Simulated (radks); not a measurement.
Q: Yb, configuration [Xe] 4f14 6s2. Calculated with a radial shooting solver on a logarithmic mesh with Libxc functionals: scalar-relativistic Kohn-Sham, PBE, spin-unpolarised, spherical densities, point nucleus. Some entries of the table are withheld. Estimate them.

| orbital | occ. | eigenvalue (eV) | <1/r> (bohr^-1) |
|---|---|---|---|
| 1s | 2 | -61245.83 | 80.67 |
| 2s | 2 | -10376.46 | 18.80 |
| 2p | 6 | -9144.241 | 17.26 |
| 3s | 2 | -2338.844 | 6.947 |
| 3p | 6 | -1967.467 | 6.465 |
| 3d | 10 | -1515.669 | 6.123 |
| 4s | 2 | (1) | 2.935 |
| 4p | 6 | -338.2571 | 2.678 |
| 4d | 10 | -177.9374 | 2.367 |
| 5s | 2 | -54.9285 | 1.097 |
| 5p | 6 | -27.4259 | (2) |
| 6s | 2 | -3.9203 | (3) |
| 4f | 14 | -3.0176 | (4) |

A: 
(1) 4s eigenvalue (eV): -460.1270
(2) 5p <1/r> (bohr^-1): 0.8995
(3) 6s <1/r> (bohr^-1): 0.3191
(4) 4f <1/r> (bohr^-1): 1.729
